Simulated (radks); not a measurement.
Values are calculated unless marked as measured or tabulated.
Valence configurations of neutral phosphorus (all share [Ne]). Level of theory: scalar-relativistic Kohn-Sham, SCAN, spin-polarised, spherical densities, finite nucleus; open shells are filled with parallel spins first; meta-GGA in the generalised Kohn-Sham scheme; Fermi nuclear charge, rms radius 3.1889 fm (a radial shooting solver on a logarithmic mesh with Libxc functionals). Energies are relative to 3s2 3p3; eigenvalues in eV for spin up.

valence,E (eV),moment (Bohr magnetons),e(3p),e(3s)
3s2 3p3,0.000,3,-6.684,-15.717
3s1.5 3p3.5,4.348,3,-7.106,-16.297
3s1 3p4,8.417,3,-7.564,-16.914
3s0.5 3p4.5,14.580,2,-7.512,-16.831
3p5,20.160,1,-7.312,-

NIST lists [Ne] 3s2 3p3 as the ground configuration; this level of theory agrees among the configurations tried. The energies are those of spherical high-spin densities, not of single terms.
